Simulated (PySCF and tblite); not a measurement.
The numbers below are computed, except where a source is named.
# C8H12F2, numbered as in [CH3:1][C:2]1=[C:3]([F:4])[CH2:5][C@@H:6]([CH3:7])[C@@H:8]([F:9])[CH2:10]1: conformational analysis

Conformers came from 60 starts (ETKDG and KDG, MMFF94s, GFN2-xTB); geometries are GFN2-xTB. Free energies are PBE0-D3(BJ)/6-31G* single points with GFN2-xTB rigid-rotor and vibrational terms (modes under about 100 cm⁻¹ blended into free rotors). Symmetry numbers and mirror images are counted. Conformers within 3 kcal/mol (GFN2-xTB free energy) were kept, 10 at most. GIAO shieldings: PBE0/6-31G*. Shifts are against TMS (¹H), TMS (¹³C), CFCl3 (¹⁹F) at the same level; of two unlike H on one atom, a is the less shielded. (PySCF 2.14, tblite 0.8.)

The 6-ring runs over atoms 2–3–5–6–8–10.

```csv
conformer,shape,symmetry,E(GFN2) kcal/mol,E(DFT) kcal/mol,G(298.15 K) kcal/mol,weight %,dipole D
1,"6-ring half-chair (ring torsions 19, -48, 62, -43, 12, 0°)",C1,0.00,0.00,0.00,68.8,2.03
2,"6-ring half-chair (ring torsions -18, 47, -64, 47, -14, 0°)",C1,0.06,0.22,0.47,31.2,0.22
```

Weights (%) against temperature:

| T (K) | 1 | 2 | S(mix) cal/mol/K |
| --- | --- | --- | --- |
| 180 | 77.0 | 23.0 | 1.07 |
| 230 | 72.7 | 27.3 | 1.17 |
| 298.15 | 68.8 | 31.2 | 1.23 |
| 330 | 67.4 | 32.6 | 1.25 |
| 400 | 65.1 | 34.9 | 1.28 |

Averaged shifts at 298.15 K. ¹H: 4.91 (H8, 1H), 2.45 (H5a, 1H), 2.40 (H10a, 1H), 2.25 (H5b, 1H), 2.24 (H10b, 1H), 2.05 (H6, 1H), 1.63 (H1, 3H), 1.16 (H7, 3H) ppm. ¹³C: 149.0 (C3), 103.6 (C2), 87.2 (C8), 36.4 (C10), 34.8 (C6), 31.6 (C5), 17.5 (C7), 16.3 (C1) ppm. ¹⁹F: -107.0 (F4), -212.8 (F9) ppm.

Coordinates of conformer 1 (Å):

```xyz
22

C     3.022   -0.119    0.094
C     1.528   -0.048    0.022
C     0.869    0.512   -0.982
F     1.547    1.055   -2.031
C    -0.614    0.627   -1.118
C    -1.298    0.446    0.238
C    -2.812    0.340    0.083
C    -0.717   -0.800    0.910
F    -0.922   -1.897    0.090
C     0.777   -0.654    1.177
H     3.376    0.350    1.012
H     3.349   -1.158    0.101
H     3.474    0.384   -0.756
H    -0.972   -0.141   -1.812
H    -0.860    1.601   -1.547
H    -1.054    1.299    0.880
H    -3.201    1.212   -0.436
H    -3.293    0.272    1.056
H    -3.066   -0.549   -0.491
H    -1.254   -1.031    1.840
H     1.192   -1.643    1.391
H     0.921   -0.038    2.069
```

Coordinates of conformer 2 (Å):

```xyz
22

C     2.728    0.450    0.091
C     1.274    0.162    0.311
C     0.490    0.905    1.080
F     1.000    1.982    1.739
C    -0.968    0.698    1.343
C    -1.585   -0.224    0.291
C    -1.810    0.509   -1.030
C    -0.654   -1.429    0.128
F    -1.228   -2.349   -0.732
C     0.713   -1.029   -0.413
H     3.334   -0.376    0.461
H     2.930    0.561   -0.974
H     3.025    1.359    0.605
H    -1.467    1.670    1.334
H    -1.095    0.278    2.346
H    -2.552   -0.594    0.650
H    -2.088   -0.199   -1.807
H    -0.913    1.040   -1.337
H    -2.615    1.232   -0.920
H    -0.550   -1.949    1.089
H     0.619   -0.805   -1.480
H     1.403   -1.872   -0.324
```

Unscaled ¹⁹F shifts at such levels can be off by tens of ppm; differences between conformers or isomers are more reliable. Shifts are unscaled: against experiment ¹³C can be off by 15 ppm or more and ¹H by 0.8 ppm.

Search and properties took 60 s on 1 thread of Arm Neoverse V1, on a host shared with other jobs (rough), launched as `OMP_NUM_THREADS=1 python ens_run.py task.json out`.


Conformer gaps in 6-31G* on xTB geometries can be 2 kcal/mol off for S=O, P=O and other polar bonds.